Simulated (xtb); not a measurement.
Cl3OW (SMILES [O]=[W]([Cl])([Cl])[Cl]), doublet, from a rough starting geometry (GFN-xTB shapes and energies of metal compounds can be far from the true ones) (the multiplicity is a formal guess); GFN2-xTB run with xtb.

Here is a job for xtb.
```
$ xtb mol.xyz --gfn 2 --uhf 1 --opt vtight --json

# file mol.xyz
5

W      0.37041871    -0.08337317     0.02696634
O      1.57342596    -0.74988070    -0.89098719
Cl     0.38950092     1.00704045     1.93055330
Cl    -0.86260095     1.35041225    -1.40437625
Cl    -1.35738669    -1.49656403     0.18911342
```

Task: Write the output that xtb gives for this input, abridged.

Result: 
```
   ID    Z sym.   atoms
    1   74 W      1
    2    8 O      2
    3   17 Cl     3-5

           -------------------------------------------------
          |                Calculation Setup                |
           -------------------------------------------------

           -------------------------------------------------
          |                 G F N 2 - x T B                 |
           -------------------------------------------------

          ...................................................
          :                      SETUP                      :
          :.................................................:
          :  # basis functions                  44          :
          :  # atomic orbitals                  40          :
          :  # shells                           14          :
          :  # electrons                        33          :
          :  max. iterations                   250          :
          :  Hamiltonian                  GFN2-xTB          :
          :  restarted?                      false          :
          :  GBSA solvation                  false          :
          :  PC potential                    false          :
          :  electronic temp.          300.0000000     K    :
          :  accuracy                    1.0000000          :
          :  -> integral cutoff          0.2500000E+02      :
          :  -> integral neglect         0.1000000E-07      :
          :  -> SCF convergence          0.1000000E-05 Eh   :
          :  -> wf. convergence          0.1000000E-03 e    :
          :  Broyden damping             0.4000000          :
          :  net charge                          0          :
          :  unpaired electrons                  1          :
          ...................................................

 iter      E             dE          RMSdq      gap      omega  full diag
   1    -13.0458665 -0.130459E+02  0.279E+01    0.49       0.0  T
   2    -12.7578523  0.288014E+00  0.315E+01    0.00       1.0  T
   3    -18.7150439 -0.595719E+01  0.175E+01    0.35       1.0  T
   4    -19.2505444 -0.535500E+00  0.134E+01    0.41       1.0  T
   5    -19.8447568 -0.594212E+00  0.998E+00    0.52       1.0  T
   6    -19.9874410 -0.142684E+00  0.894E+00    0.59       1.0  T
   7    -20.2371468 -0.249706E+00  0.445E+00    0.58       1.0  T
   8    -20.3205582 -0.834113E-01  0.423E+00    0.57       1.0  T
   9    -20.2935079  0.270503E-01  0.274E+00    0.60       1.0  T
  10    -20.3333967 -0.398889E-01  0.152E+00    0.59       1.0  T
  11    -20.3369406 -0.354389E-02  0.723E-01    0.59       1.0  T
  12    -20.3373231 -0.382459E-03  0.501E-01    0.60       1.0  T
  13    -20.3379659 -0.642860E-03  0.286E-01    0.59       1.0  T
  14    -20.3356765  0.228939E-02  0.773E-01    0.59       1.0  T
  15    -20.3374389 -0.176240E-02  0.413E-01    0.60       1.0  T
  16    -20.3381707 -0.731731E-03  0.103E-01    0.60       1.0  T
  17    -20.3381955 -0.248153E-04  0.431E-02    0.60       1.0  T
  18    -20.3381958 -0.306975E-06  0.217E-02    0.60       2.1  T
  19    -20.3381950  0.759474E-06  0.258E-02    0.60       1.7  T
  20    -20.3381970 -0.197077E-05  0.109E-02    0.60       4.1  T
  21    -20.3381973 -0.253670E-06  0.900E-03    0.60       5.0  T
  22    -20.3381975 -0.260419E-06  0.330E-03    0.60      13.5  T
  23    -20.3381976 -0.507218E-07  0.587E-04    0.60      76.2  T
  24    -20.3381976  0.187158E-08  0.779E-04    0.60      57.4  T

   *** convergence criteria satisfied after 24 iterations ***

         :::::::::::::::::::::::::::::::::::::::::::::::::::::
         ::                     SUMMARY                     ::
         :::::::::::::::::::::::::::::::::::::::::::::::::::::
         :: total energy             -20.299596783198 Eh    ::
         :: gradient norm              0.043857905712 Eh/a0 ::
         :: HOMO-LUMO gap              0.603480449185 eV    ::
         ::.................................................::
[...]
 * total energy  :   -20.2995968 Eh     change       -0.2613589E-08 Eh
 * total energy  :   -20.3000241 Eh     change       -0.4273549E-03 Eh
 * total energy  :   -20.3028220 Eh     change       -0.2797859E-02 Eh
 * total energy  :   -20.3029684 Eh     change       -0.1463865E-03 Eh
 * total energy  :   -20.3029901 Eh     change       -0.2175000E-04 Eh
 * total energy  :   -20.3029928 Eh     change       -0.2618037E-05 Eh
 * total energy  :   -20.3029963 Eh     change       -0.3595045E-05 Eh
 * total energy  :   -20.3029966 Eh     change       -0.2700391E-06 Eh
 * total energy  :   -20.3029969 Eh     change       -0.3169065E-06 Eh
 * total energy  :   -20.3029969 Eh     change       -0.1133511E-08 Eh
   *** GEOMETRY OPTIMIZATION CONVERGED AFTER 10 ITERATIONS ***
         :: total energy             -20.302996939361 Eh    ::
[...]
         7        2.0000           -0.5127516             -13.9527
         8        2.0000           -0.5083046             -13.8317
         9        2.0000           -0.5017274             -13.6527
        10        2.0000           -0.4910801             -13.3630
        11        2.0000           -0.4850718             -13.1995
        12        2.0000           -0.4794256             -13.0458
        13        2.0000           -0.4728009             -12.8656
        14        2.0000           -0.4675686             -12.7232
        15        2.0000           -0.4634556             -12.6113
        16        2.0000           -0.4588928             -12.4871
        17        1.0000           -0.3648144              -9.9271 (HOMO)
        18        0.0000           -0.3400626              -9.2536 (LUMO)
        19                         -0.2817763              -7.6675
        20                         -0.2789198              -7.5898
        21                         -0.2550071              -6.9391
        22                         -0.0347420              -0.9454
        23                         -0.0339651              -0.9242
        24                         -0.0315522              -0.8586
        25                         -0.0246900              -0.6718
        26                         -0.0244617              -0.6656
        27                         -0.0092613              -0.2520
        28                         -0.0088446              -0.2407
       ...                                ...                  ...
        40                          0.9307524              25.3271
      -------------------------------------------------------------
                  HL-Gap            0.0247518 Eh            0.6735 eV
             Fermi-level           -0.3821460 Eh          -10.3987 eV

     #   Z          covCN         q      C6AA      α(0)
     1  74 W        3.422     0.556   457.234    47.161
     2   8 O        0.830    -0.367    21.039     6.149
     3  17 Cl       0.867    -0.044   100.504    15.337
     4  17 Cl       0.872    -0.073   101.372    15.403
     5  17 Cl       0.872    -0.072   101.370    15.403

 Mol. C6AA /au·bohr⁶  :       3092.345058
 Mol. C8AA /au·bohr⁸  :     232720.629716
 Mol. α(0) /au        :         99.452869

Wiberg/Mayer (AO) data.
largest (>0.10) Wiberg bond orders for each atom

 ---------------------------------------------------------------------------
     #   Z sym  total        # sym  WBO       # sym  WBO       # sym  WBO
 ---------------------------------------------------------------------------
     1  74 W    6.393 --     2 O    2.262     3 Cl   1.426     5 Cl   1.352
                             4 Cl   1.352
     2   8 O    2.520 --     1 W    2.262
     3  17 Cl   1.657 --     1 W    1.426
     4  17 Cl   1.577 --     1 W    1.352
     5  17 Cl   1.578 --     1 W    1.352
 ---------------------------------------------------------------------------

Topologies differ in total number of bonds
Writing topology from bond orders to xtbtopo.mol

molecular dipole:
                 x           y           z       tot (Debye)
 q only:       -0.454       0.430       0.630
   full:       -0.246       0.732       1.254       3.743
molecular quadrupole (traceless):
                xx          xy          yy          xz          yz          zz
 q only:       -1.643       1.793       0.949       2.165      -0.951       0.693
  q+dip:       -3.043       2.043       0.559       2.550       0.705       2.483
   full:       -3.040       2.132       0.688       2.619       0.469       2.352

optimized geometry written to: xtbopt.xyz

           -------------------------------------------------
          | TOTAL ENERGY              -20.302996939361 Eh   |
          | GRADIENT NORM               0.000092222090 Eh/α |
          | HOMO-LUMO GAP               0.673530082965 eV   |
           -------------------------------------------------

normal termination of xtb
```
